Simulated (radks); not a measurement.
Values are calculated unless marked as measured or tabulated.
Effect of the nuclear size on the ruthenium ion Ru3+, [Kr] 4d5. Code: a radial shooting solver on a logarithmic mesh with Libxc functionals. Model: Dirac Kohn-Sham, relativistic LDA (MacDonald-Vosko exchange, VWN5 correlation), spin-unpolarised, spherical densities, finite nucleus; open shells are shared between the two j in proportion to 2j + 1; Fermi nuclear charge, rms radius 4.4809 fm. The rms radius is varied about that value; shifts are against it.

rms radius (fm) = 3.6967: total energy shift (eV) -0.617; density at nucleus (e/bohr^3) 1.114e+05; 1s1/2 shift (meV) -259; 2s1/2 shift (meV) -28.3; 4s1/2 shift (meV) -0.928; 4p1/2 shift (meV) 0.056; 5s1/2 (empty) shift (meV) -0.156
rms radius (fm) = 4.1179: total energy shift (eV) -0.299; density at nucleus (e/bohr^3) 1.1e+05; 1s1/2 shift (meV) -125; 2s1/2 shift (meV) -13.7; 4s1/2 shift (meV) -0.449; 4p1/2 shift (meV) 0.027; 5s1/2 (empty) shift (meV) -0.076
rms radius (fm) = 4.4809: total energy shift (eV) 0; density at nucleus (e/bohr^3) 1.089e+05; 1s1/2 shift (meV) 0.000; 2s1/2 shift (meV) 0.000; 4s1/2 shift (meV) 0.000; 4p1/2 shift (meV) 0.000; 5s1/2 (empty) shift (meV) 0.000
rms radius (fm) = 4.6646: total energy shift (eV) 0.160; density at nucleus (e/bohr^3) 1.084e+05; 1s1/2 shift (meV) 67.0; 2s1/2 shift (meV) 7.31; 4s1/2 shift (meV) 0.240; 4p1/2 shift (meV) -0.014; 5s1/2 (empty) shift (meV) 0.040
rms radius (fm) = 5.4353: total energy shift (eV) 0.890; density at nucleus (e/bohr^3) 1.064e+05; 1s1/2 shift (meV) 374; 2s1/2 shift (meV) 40.8; 4s1/2 shift (meV) 1.34; 4p1/2 shift (meV) -0.081; 5s1/2 (empty) shift (meV) 0.226

Slopes of the eigenvalues against <r^2> in GHz/fm^2, as finite differences over the two radii next to the reference (eigenvalue slopes, not the field-shift constants of lines): 1s1/2 9690, 2s1/2 1060, 4s1/2 34.7, 4p1/2 -2.09, 5s1/2 (empty) 5.85.
